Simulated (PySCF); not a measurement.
Choosing a molecule for a target property.

All species are isolated and taken at one optimised geometry, non-relativistic unless stated; the electronic structure was computed with PySCF and density fitting.

Dipoles, sizes and rotational constants follow the conformer. The torsions of the flexible species, by atom-mapped SMILES:
- `[O:1]=[P:2]([OH:3])([CH:4]1[CH2:5][CH2:6]1)[CH:7]1[CH2:8][CH2:9]1`: O1–P2–C4–C5 -40°, O1–P2–C7–C8 -31°, H–O3–P2–O1 -7°
- `[F:1][C:2]([F:3])([F:4])/[CH:5]=[P:6]/[c:7]1[cH:8][cH:9][cH:10][n:11][cH:12]1`: F1–C2–C5–P6 0°, C5–P6–C7–C8 -86°
- `[F:1][CH2:2][Si@@H:3]1[CH2:4][C@H:5]([CH2:6][SiH3:7])[SiH2:8]1`: F1–C2–Si3–C4 176°, C4–C5–C6–Si7 61°
- `[CH2:1]=[C:2]([F:3])[Si:4]1([C:5]([CH3:6])=[O:7])[SiH2:8][O:9][SiH2:10]1`: C1–C2–Si4–C5 1°, C2–Si4–C5–C6 175°

The conformers of `CNC1CCCCC1` and `CCCN1CCCC1` aren't listed.

(1) Wanted: smallest rotational constant between 0.5 GHz and 0.64 GHz (GFN2-xTB) and dipole moment below 3.4 D (PBE0/pcSseg-1), at GFN2-xTB geometries. Which candidate meets both?
A. `FC(F)(F)/C=P/c1cccnc1`
B. `C=C(F)[Si]1(C(C)=O)[SiH2]O[SiH2]1`
C. `[SiH3]c1cccc2snnc12`
D. `FC[Si@@H]1C[C@H](C[SiH3])[SiH2]1`
E. `C1CC1P(C1CC1)(=O)O`
F. `CN1N=NC2=C(F)C=CC=C21`

(2) Wanted: HOMO–LUMO gap above 7.6 eV (PBE0/pcSseg-1) and HOMO energy above -7.35 eV (PBE0/pcSseg-1), at GFN2-xTB geometries. Which candidate meets both?
A. `O=P(O)(C1CC1)C1CC1`
B. `[SiH3]c1cccc2snnc12`
C. `CCCN1CCCC1`
D. `c1ccc(c2nnn(C)c21)F`
E. `C1CCC(NC)CC1`
F. `FC(F)(F)/C=P/C1=CC=CN=C1`
G. `FC[Si@@H]1C[C@H](C[SiH3])[SiH2]1`

Results:

(1) B. Computed values:
| species | smallest rotational constant | dipole moment |
| --- | --- | --- |
| FC(F)(F)/C=P/c1cccnc1 | 0.352 GHz | 3.15 D |
| FC[Si@@H]1C[C@H](C[SiH3])[SiH2]1 | 0.440 GHz | 1.46 D |
| C=C(F)[Si]1(C(C)=O)[SiH2]O[SiH2]1 | 0.531 GHz | 1.87 D |
| [SiH3]c1cccc2snnc12 | 0.585 GHz | 3.72 D |
| CN1N=NC2=C(F)C=CC=C21 | 0.696 GHz | 5.47 D |
| C1CC1P(C1CC1)(=O)O | 0.917 GHz | 2.42 D |

(2) E. Computed values:
```
                         species  HOMO–LUMO gap  HOMO energy
        FC(F)(F)/C=P/C1=CC=CN=C1        4.92 eV     -7.68 eV
             [SiH3]c1cccc2snnc12        5.37 eV     -7.42 eV
             c1ccc(c2nnn(C)c21)F        5.73 eV     -7.02 eV
FC[Si@@H]1C[C@H](C[SiH3])[SiH2]1        7.00 eV     -7.28 eV
                      CCCN1CCCC1        7.34 eV     -5.91 eV
                    C1CCC(NC)CC1        7.77 eV     -6.29 eV
              O=P(O)(C1CC1)C1CC1        8.90 eV     -7.81 eV
```
